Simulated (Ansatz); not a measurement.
`C[SiH2]SS`, relaxed with RKS PBE-D4/def2-SVP in Ansatz from a rough embedded geometry. The force threshold is 0.03 eV/Å; the program also tests the step.

Charge 0, multiplicity 1.

Start:

```xyz
10

C    -1.095    0.144   -0.922
Si    0.232   -0.810   -0.194
S     1.897    0.473    0.118
S     1.279    1.599    1.628
H    -0.876    0.591   -1.881
H    -2.033   -0.491   -1.130
H    -1.475    0.956   -0.276
H    -0.134   -1.404    1.068
H     0.644   -1.857   -1.115
H     1.560    0.799    2.703
```

(1) By how much does the energy fall, and how many steps does the optimiser take? (Estimate.)

(2) Which bonds change most? (Estimate.)

(3) Give the relaxed structure. (Estimate.)

Answers

(1) Computed: 0.42 eV, in 5 steps.

(2) Computed: S3–S4 from 1.982 to 2.118 Å; C1–Si2 from 1.789 to 1.880 Å; Si2–H8 from 1.442 to 1.506 Å; Si2–S3 from 2.125 to 2.180 Å.

(3) Ansatz gave: 
```xyz
10

C    -1.160    0.180   -0.902
Si    0.253   -0.858   -0.223
S     2.041    0.331    0.155
S     1.202    1.674    1.562
H    -0.878    0.637   -1.871
H    -2.061   -0.450   -1.053
H    -1.414    0.990   -0.189
H    -0.149   -1.544    1.056
H     0.715   -1.891   -1.218
H     1.449    0.930    2.684
```
